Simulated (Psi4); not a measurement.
C2H2N, charge -1, singlet, geometry from GFN2-xTB (a gas-phase anion, which may not be bound at this level). Base run: M06-2X/aug-cc-pVDZ in Psi4.

Geometry (Å):
```xyz
5

C      0.0024    -0.0574    -1.1743
C     -0.0003    -0.0094     0.1735
N     -0.0030     0.1528     1.3410
H      0.9230    -0.3320    -1.6894
H     -0.9147    -0.3370    -1.6929
```
Charge -1, spin multiplicity 1.
All else is at Psi4's defaults (density fitting).
Base energy -132.10800 Eh.

The base run was repeated with changes; each row names its change, and settings that it needs were set with it.

| change | ΔE vs base (mEh) | SCF cycles | grid points | basis functions |
|---|---|---|---|---|
| base | 0.000 | 10 | 110038 | 87 |
| dft_radial_scheme = multiexp | 0.025 | 10 | 112702 | 87 |
| scf_type = mem_df | 0.000 | 10 | 110038 | 87 |
| d_convergence = 1e-8 | 0.000 | 13 | 110038 | 87 |
| cholesky_tolerance = 1e-3 (with scf_type cd) | -0.656 | 10 | 110038 | 87 |
| d_convergence = 1e-4 | 0.000 | 9 | 110038 | 87 |
| level_shift = 0.3 | 0.000 | 12 | 110038 | 87 |
| dft_basis_tolerance = 1e-8 | 0.000 | 10 | 110038 | 87 |
| cholesky_tolerance = 1e-6 (with scf_type cd) | -0.103 | 10 | 110038 | 87 |
| dft_nuclear_scheme = stratmann | -0.008 | 10 | 102566 | 87 |
| guess = core | 0.000 | 14 | 110038 | 87 |
| level_shift = 1.0 | 0.000 | 12 | 110038 | 87 |
| guess = sap | 0.000 | 10 | 110038 | 87 |

A gas-phase anion may not be bound at this level; its values then depend on the basis.
